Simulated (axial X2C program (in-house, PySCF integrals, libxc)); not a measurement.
**Levels of GeSe⁻ by electron attachment to GeSe (EOM-EA-CCSD)**

Calculated with an axial X2C code built on PySCF integrals: two-component X2C with atomic mean-field Coulomb and Gaunt terms, Gaussian nuclei, basis Se dyall-acv3z, Ge dyall-acv3z with contracted cores.

R = 2.051 Å (0.960 times 2.136 Å, the PBE0 minimum at charge 0 for the lowest determinant).

Levels of GeSe⁻ obtained by attaching an electron to GeSe:

| Ω | binding energy (eV) | above lowest (cm⁻¹) | attached spinor | one-particle weight |
| --- | --- | --- | --- | --- |
| 1/2 | 0.294 | 0 | 55% Ge pπ, 15% Se dπ, 14% Ge dπ | 0.95 |
| 3/2 | 0.191 | 827 | 55% Ge pπ, 15% Ge dπ, 15% Se dπ | 0.95 |
| 1/2 | -0.784 | 8693 | 86% Ge pσ, 7% Se pσ | 0.99 |
| 1/2 | -0.815 | 8945 | 80% Ge sσ | 0.99 |
| 1/2 | -1.099 | 11232 | 91% Ge pπ | 0.99 |
| 3/2 | -1.110 | 11323 | 90% Ge pπ | 0.99 |
| 1/2 | -1.984 | 18374 | 75% Se pσ, 8% Ge dσ, 8% Se dσ | 0.99 |

Take the first Ω = 1/2 and Ω = 3/2 rows of π character: how far apart are they, and which lies lower?

E(3/2) − E(1/2) = 827 − 0 = 827 cm⁻¹ at EOM-EA-CCSD: regular, Ω = 1/2 lower. Splittings at this level can be off by ten to twenty per cent.

Negative binding energies belong to unbound states, resonances or levels that the basis set holds; within some tenths of an eV of zero the sign is not settled.

This point took 54 s on 1 thread of Intel(R) Xeon(R) Platinum 8488C (Sapphire Rapids) (shared host).

Reference electrons by ω block (each with its −ω partner): 1/2: 22, 3/2: 9, 5/2: 2. 10 electrons of GeSe correlated (inner shells frozen), 92 natural virtual spinors (a truncated set); levels can be off by some tenths of an eV. Roots sought by Ω: (1/2: 5, 3/2: 4, 5/2: 2, 7/2: 1); the list ends where they run out and leaves out roots under 60 % one-particle weight. The solver can skip a root, and states that need a further excitation, which the method places far too high, are missing though they may lie low or lowest. T1 of the reference 0.022 (Lee–Taylor). Number of frozen shells: Se 3 s, 2 p, 1 d; Ge 3 s, 2 p, 1 d.
